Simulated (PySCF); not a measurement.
C4H6O, SMILES C#CCCO (GFN2-xTB optimised geometry):

```
11

C      1.613    -0.729    -0.023
C      0.418    -0.807     0.000
C     -1.031    -0.807     0.000
C     -1.569     0.633     0.000
O     -1.238     1.332    -1.173
H      2.661    -0.704    -0.028
H     -1.397    -1.332     0.885
H     -1.390    -1.327    -0.892
H     -2.661     0.621     0.041
H     -1.190     1.165     0.886
H     -0.281     1.296    -1.285
```

Computed with B3LYP/def2-TZVP (PySCF).

Question: What are the frontier orbital energies and the dipole moment?

Answer: HOMO-2 -8.13 eV, HOMO-1 -7.81 eV, HOMO -7.53 eV, LUMO 0.50 eV, LUMO+1 0.76 eV; dipole moment 1.32 D.

On the same geometry PySCF with PBE/def2-TZVP gives HOMO-2 -6.98 eV, HOMO-1 -6.79 eV, HOMO -6.24 eV, LUMO -0.19 eV, LUMO+1 0.02 eV; dipole moment 1.21 D.

Meta-Löwdin charges at B3LYP/def2-TZVP: C1 -0.24, C2 -0.03, C3 -0.21, C4 0.03, O5 -0.54, H6 0.17, H7 0.13, H8 0.14, H9 0.12, H10 0.09, H11 0.34.
